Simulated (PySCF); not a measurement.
**How the method changes the constants of InB⁺**

State: ²Σ⁺ (doublet), unpaired electrons σ ↑. Set-up: PySCF, scalar-relativistic core potentials, basis sets In def2-SVP with ECP28, B def2-SVP. De refers to In⁺ + B in their high-spin ground configurations, without counterpoise correction. The functionals are run spin-unrestricted. A positive dipole points towards B; it is taken about the centre of mass and depends on that origin.

| Level | Re (Å) | ωe (cm⁻¹) | De (eV) | μ (D) | CPU s a point (SCF and correlation, without the integrals) |
| --- | --- | --- | --- | --- | --- |
| UHF | 3.137 | 156 | 0.402 | 2.09 | 0.073 |
| UHF-MP2 | 3.020 | 178 | 0.51 | n/a | 0.12 |
| UHF-SCS-MP2 | 3.057 | 169 | 0.471 | n/a | n/a |
| UHF-CCSD | 3.013 | 178 | 0.50 | n/a | n/a |
| UHF-CCSD(T) | 2.993 | 183 | 0.53 | n/a | 2.3 |
| PBE | 3.019 | 181 | 0.78 | 2.70 | 0.41 |
| r²SCAN | 2.973 | 192 | 0.73 | 2.78 | 0.61 |
| B3LYP | 3.049 | 177 | 0.66 | 2.50 | 0.46 |
| PBE0 | 2.984 | 191 | 0.70 | 2.58 | 0.61 |
| BHandHLYP | 3.022 | 184 | 0.59 | 2.36 | 0.33 |
| M06-2X | 3.060 | 173 | 0.63 | 2.28 | 0.61 |

(1) Which functional lies closest to UHF-CCSD(T) in De, which farthest, and by how much do they differ from it?

(2) What does a quarter of exact exchange do here, going from PBE to PBE0?

(3) What does the step from GGA to meta-GGA do here, going from PBE to r²SCAN?

Correlated steps freeze 5 core orbitals. Correlated levels converge slowly with the basis: in double zeta they bind strong bonds too weakly, by up to about 1 eV, and carry superposition errors of some tenths. These are scalar-relativistic numbers at best; spin–orbit coupling would shift them, the dissociation energy most. For an ion De counts to the pair picked by the measured ionisation energies or electron affinities, which need not be the lowest pair at this level. The state was picked by a PBE0 search and need not be the measured ground state.

The whole job (state search and all levels along the bond) took about 1.3 min on 1 thread of Arm Neoverse V1 (shared host), peak memory 0.48 GiB.

Answers

(1) Closest is BHandHLYP (+2.9 pm in Re, +0.5 % in ωe, +0.06 eV in De against UHF-CCSD(T) in the same basis), farthest PBE (+2.6 pm in Re, -1.1 % in ωe, +0.25 eV in De). CCSD(T) converges more slowly with the basis than the functionals do and binds too weakly in this one, so the order can change at the basis-set limit.

(2) PBE0 less PBE: -3.5 pm in Re, +5.5 % in ωe, -0.08 eV in De. Exact exchange removes part of the self-interaction that spreads semilocal densities, and in most molecules shortens and stiffens the bond and lowers De; so it does here.

(3) r²SCAN less PBE: -4.6 pm in Re, +6.1 % in ωe, -0.05 eV in De.
